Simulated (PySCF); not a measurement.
Ligand exchange on a metal centre used in film growth or etching (Y Cl-NH2). All species are isolated molecules in the gas phase. One relaxed conformer stands for each flexible species; it need not be the lowest.

The numbers are results of PBE-D3(BJ)/def2-TZVP // PBE-D3(BJ)/def2-SVP run with PySCF, not measurements. All candidates: neutral, multiplicity 1. 

```yaml
HOMO–LUMO gap: 3.31 eV
HOMO: -6.33 eV
LUMO: -3.02 eV
```

Task: Name which member has these values.
A. [Y(Cl)(NH2)2]
B. [Y(Cl)2(NH2)]
C. [Y(NH2)3]
D. [Y(Cl)3]

Result: B, [Y(Cl)2(NH2)]. The others give [Y(NH2)3]: 3.13 eV, -4.97 eV, -1.84 eV; [Y(Cl)(NH2)2]: 3.26 eV, -5.66 eV, -2.40 eV; [Y(Cl)3]: 4.05 eV, -7.74 eV, -3.69 eV
